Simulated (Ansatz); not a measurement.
`CO[SiH](O)F` and `CO[SiH](F)[SiH3]` differ in one atom or group.

Ansatz, PBE0-D4/def2-TZVP geometries, multiplicity 1. Each molecule was computed in one conformer, which needn't be the lowest.

| property | `CO[SiH](O)F` |
| --- | --- |
| size of the dipole moment (ωB97M-V/def2-TZVPP) / D | 1.77 |
| LUMO energy (ωB97M-V/def2-TZVPP) / eV | 2.37 |
| LUMO energy (B3LYP/def2-TZVPP) / eV | 0.50 |
| HOMO energy (PBE0/def2-TZVPP) / eV | -8.73 |
| HOMO energy (ωB97M-V/def2-TZVPP) / eV | -11.15 |
| zero-point energy (PBE0-D4/def2-TZVP) / kJ/mol | 181.0 |

**Question.** What does the change do to each property? (An estimate is asked.)

**Answer.** The calculation gave: 
```csv
property,`CO[SiH](F)[SiH3]`,shift
size of the dipole moment (ωB97M-V/def2-TZVPP) / D,1.48,-0.29
LUMO energy (ωB97M-V/def2-TZVPP) / eV,1.66,-0.71
LUMO energy (B3LYP/def2-TZVPP) / eV,-0.27,-0.77
HOMO energy (PBE0/def2-TZVPP) / eV,-8.24,0.49
HOMO energy (ωB97M-V/def2-TZVPP) / eV,-10.32,0.83
zero-point energy (PBE0-D4/def2-TZVP) / kJ/mol,208.1,27.1
```

With PBE0 the HOMO rises by 0.49 eV and the LUMO falls by 0.97 eV, so the gap narrows by about 1.46 eV. PBE moves the HOMO by 0.13 eV and ωB97M-V by 0.83 eV. The zero-point energy changes by 27.1 kJ/mol with +6 modes. Dipoles are sizes alone; their direction can turn.

B3LYP here is the variant with VWN-RPA as its local correlation; programs differ in this.
